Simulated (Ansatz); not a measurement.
BFH2O2 (`OB(O)F`). Charge 0, multiplicity 1.

Z-matrix (Å, degrees):
```
B
O 1 1.352
F 1 1.333 2 117.9
O 1 1.360 2 121.6 3 -180.0
H 2 0.960 1 112.5 3 -180.0
H 4 0.960 1 113.1 2 180.0
```

(1) List the harmonic frequencies (cm⁻¹, unscaled) at PBE0-D4/def2-TZVP in Ansatz. (An estimate is asked.)

(2) Is this a minimum?

(3) Give the ideal-gas thermochemistry at 298.15 K and 1 bar (rigid rotor, harmonic oscillator; point group Cs, symmetry number 1).

(4) And at 400, 500, 600, 800 and 1000 K?

## Answers

(1) Computed: 427, 462, 485, 554, 683, 888, 1009, 1015, 1453, 1502, 3902, 3906.

(2) Yes, all 12 modes are real.

(3) Zero-point energy 97.4 kJ/mol; H(298) − E = 110.5 kJ/mol; entropy 275.7 J/(mol·K), of which translation 160.7, rotation 100.2, vibration 14.8; G(298) − E = 28.3 kJ/mol.

(4) 
```
T (K)  H − E (kJ/mol)  S (J/mol/K)  G − E (kJ/mol)
  400           117.7        296.4            -0.8
  500           125.9        314.5           -31.4
  600           134.8        330.8           -63.7
  800           154.3        358.7          -132.7
 1000           175.2        382.1          -206.9
```
